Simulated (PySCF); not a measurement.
This PySCF input asks for the NMR shieldings of `C=C(C[SiH3])[SiH2]OC(C)=S`, C$_{5}$H$_{12}$OSSi$_{2}$; the geometry comes from GFN2-xTB.

```python
import basis_set_exchange as bse
import numpy as np
from pyscf import gto, dft
from pyscf.prop import nmr

atoms = """
C    -0.886259    1.276941   -0.287431
C    -0.952136   -0.020084   -0.019439
C    -2.234590   -0.795520    0.019037
Si   -3.871282    0.171280   -0.083009
Si    0.555848   -1.085824    0.330928
O     1.804075    0.002813    0.202209
C     3.072897   -0.283931    0.359017
C     4.006104    0.869779    0.198196
S     3.582487   -1.788274    0.708490
H     0.058697    1.793388   -0.320868
H    -1.763364    1.874521   -0.483881
H    -2.200547   -1.524220   -0.795841
H    -2.237706   -1.395877    0.932520
H    -3.942678    1.161532    0.992962
H    -4.007256    0.830121   -1.384062
H    -4.965228   -0.790697    0.070850
H     0.550531   -1.631107    1.687662
H     0.741788   -2.139561   -0.664906
H     5.035468    0.536441    0.284567
H     3.847125    1.339782   -0.772289
H     3.797106    1.615442    0.965860
"""
names = dict.fromkeys(["C", "Si", "O", "S", "H"], "pcSseg-1")
basis = {el: gto.basis.parse(bse.get_basis(n, elements=[el], fmt="nwchem")) for el, n in names.items()}
mol = gto.M(atom=atoms, basis=basis, charge=0, verbose=0)
mf = dft.RKS(mol, xc="PBE0")
mf.grids.level = 2
mf.grids.alignment = dft.numint.BLKSIZE   # the property module wants whole blocks of grid points
mf.conv_tol = 1e-9
mf.kernel()

calc = nmr.RKS(mf)   # GIAO
C = mf.mo_coeff
Co = C[:, mf.mo_occ > 0]
resp = mf.gen_response(singlet=True, hermi=2)
def vind(x):   # induced exchange potential for any number of trial vectors
    d = np.einsum("pi,xij,qj->xpq", C, 2 * x.reshape(-1, C.shape[1], Co.shape[1]), Co, optimize=True)
    return np.einsum("xpq,pi,qj->xij", resp(d - d.transpose(0, 2, 1)), C, Co, optimize=True).ravel()
mo1, _ = nmr.rhf.solve_mo1(calc, with_cphf=vind)
sigma = calc.kernel(mo1)
for i, s in enumerate(sigma):   # ppm
    w = np.linalg.eigvalsh((s + s.T) / 2)
    print("%2d %-2s iso %8.1f  s11 %8.1f  s22 %8.1f  s33 %8.1f" % (i, mol.atom_pure_symbol(i), w.mean(), *w))
```

Problem. What does it print?

Solution. 
```
 0 C  iso     51.6  s11    -64.2  s22     60.8  s33    158.1
 1 C  iso     38.7  s11    -70.5  s22     14.3  s33    172.3
 2 C  iso    171.9  s11    153.2  s22    170.0  s33    192.5
 3 Si iso    428.0  s11    401.6  s22    416.7  s33    465.6
 4 Si iso    389.5  s11    362.8  s22    378.6  s33    427.0
 5 O  iso     72.3  s11   -134.5  s22    115.6  s33    235.7
 6 C  iso    -46.2  s11   -230.5  s22     -0.3  s33     92.1
 7 C  iso    149.6  s11    123.0  s22    136.3  s33    189.6
 8 S  iso      4.5  s11   -429.5  s22    -67.3  s33    510.4
 9 H  iso     25.5  s11     22.7  s22     24.5  s33     29.3
10 H  iso     25.5  s11     23.2  s22     23.8  s33     29.6
11 H  iso     30.1  s11     24.9  s22     29.6  s33     35.6
12 H  iso     30.1  s11     24.6  s22     30.6  s33     35.3
13 H  iso     27.7  s11     24.5  s22     25.9  s33     32.7
14 H  iso     27.6  s11     24.3  s22     25.8  s33     32.6
15 H  iso     27.9  s11     24.4  s22     25.8  s33     33.4
16 H  iso     26.6  s11     22.5  s22     26.8  s33     30.4
17 H  iso     26.5  s11     22.4  s22     26.8  s33     30.3
18 H  iso     28.7  s11     24.1  s22     29.4  s33     32.6
19 H  iso     29.0  s11     25.2  s22     28.3  s33     33.5
20 H  iso     28.9  s11     25.4  s22     28.0  s33     33.4
```

These numbers come from an equivalent density-fitted implementation of the same equations, which agrees with the script to about 0.01 ppm for H and up to a few tenths of a ppm for heavy atoms, so last digits may differ.

Problem. Turn these shieldings into chemical shifts. Shifts are taken against calculated references (same method and geometry level): 13C (186.93 ppm), 29Si (349.16 ppm), 1H (31.72 ppm) against TMS; 17O (336.08 ppm) vs H2O; 33S (503.73 ppm) against CS2.

Solution. Averaging equivalent atoms: C 6: 233.2; C 1: 148.2; C 0: 135.4; C 7: 37.3; C 2: 15.0; Si 4: -40.3; Si 3: -78.8; O 5: 263.8; S 8: 499; H 9: 6.21; H 10: 6.19; H 16/17: 5.19; H 13/14/15: 3.99; H 18/19/20: 2.84; H 11/12: 1.62 ppm. Unscaled 17O shifts of doubly bonded oxygen tend to come out too high, by tens of ppm or more. Experimental scales use liquid or dissolved standards, which lie at an offset from isolated H2O (liquid H2O: subtract about 36 ppm).

Size and cost of the density-fitted run: 234 basis functions, 97 s wall time on 1 thread of an Arm Neoverse N1, shared host; peak memory 1.1 GiB.
